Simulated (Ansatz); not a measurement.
(1) Predict a relaxed structure of the cluster SnTe₂, charge 0, singlet, at PBE-D4/def2-SVP (Ansatz).

Results:

(1) 
```
atom   x (Å)   y (Å)   z (Å)
 Sn1  -0.452  -1.027   1.130
 Te2  -1.068   0.423  -1.164
 Te3   1.520   0.603   0.034
```
Point group C2v (tolerance 0.1 Å). This is one stationary point.

In the def2 sets Sn, Te take a core potential; there is no spin–orbit coupling. The structure comes from a short search, and lower isomers may exist.
